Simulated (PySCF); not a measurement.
# Computed records: CH5AlBO

Computed with PySCF 2.14.0. Calculation on a computer-drawn molecule: optimised geometry and harmonic frequencies of an isolated molecule of the commonest isotopes, restricted reference for singlets and unrestricted otherwise, frozen core in MP2.

## CH5AlBO

Start structure:
```xyz
9
CH5AlBO
B      0.5157     2.5132     0.5880
Al     0.1640     0.5802     1.1468
C      1.3434    -0.7031     0.1339
O      2.6331    -1.1310     0.4480
H      0.0343     2.9937    -0.4100
H      1.5292     3.1048     0.9118
H     -0.6353    -0.3373     2.2022
H      1.3304    -0.7099    -0.9357
H      2.6828    -1.2416     1.3369
```

| Property | Result |
| --- | --- |
| charge | 0 |
| multiplicity | 2 |
| method | HF |
| basis | cc-pV(D+d)Z |
| rotational constants | 21.93, 2.448, 2.243 GHz |
| total energy | -382.1617 hartree |
| spin squared | 0.7591 |
| convergence status largest gradient component | 2.708e-05 hartree/bohr |

Drawn bonds:
```csv
atom,other atom,order
1,2,1
2,3,1
3,4,1
1,5,1
1,6,1
2,7,1
3,8,1
4,9,1
```

Optimised structure:
```xyz
9
CH5AlBO
B      0.3511     2.6670     0.4441
Al     0.7042     0.6474     1.0955
C      1.8363    -0.5659     0.1096
O      2.1237    -1.8523     0.4308
H     -0.5625     2.9648    -0.2821
H      1.0429     3.5905     0.7896
H      0.0614     0.0321     2.4172
H      2.3572    -0.3177    -0.8142
H      1.6833    -2.0970     1.2315
```

Modes:
```csv
frequency (cm⁻¹),reduced mass (dalton)
116.8,1.448
118.4,3.868
129.3,1.629
289.7,3.383
401.4,1.594
436.4,1.055
537.4,2.73
613.2,1.319
671.5,4.781
707.8,1.527
727.3,1.155
905.4,1.382
1248,1.128
1268,1.582
1325,2.157
1550,1.331
1937,1.042
2645,1.055
2710,1.12
3268,1.085
4137,1.067
```
